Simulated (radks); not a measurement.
Values are calculated unless marked as measured or tabulated.
Problem. The mean radii <r> (bohr) of the occupied orbitals of an atom or ion are listed with their occupations. Level of theory: Dirac Kohn-Sham, PBE, spin-unpolarised, spherical densities, point nucleus (a radial shooting solver on a logarithmic mesh with Libxc functionals).

orbital  occ.      <r>
1s1/2       2  0.02558
2s1/2       2   0.1083
2p1/2       2  0.09108
2p3/2       4  0.09689
3s1/2       2   0.2694
3p1/2       2   0.2565
3p3/2       4   0.2657
3d3/2     0.4   0.2317
3d5/2     0.6   0.2346

Name the element and its charge. Open shells, if any, are shared by 2j + 1.

Solution. Z = 56, barium, charge +37: Ba37+ in [Ar] 3d1. The 1s radius gives Z: for a bare nucleus <r> = (2 gamma + 1)/(2Z) with gamma = sqrt(1 - (Z/c)^2), 0.02523 bohr for Z = 56, and screening makes it slightly larger (0.02558 here). The occupations add up to 19, and the charge is Z minus that.
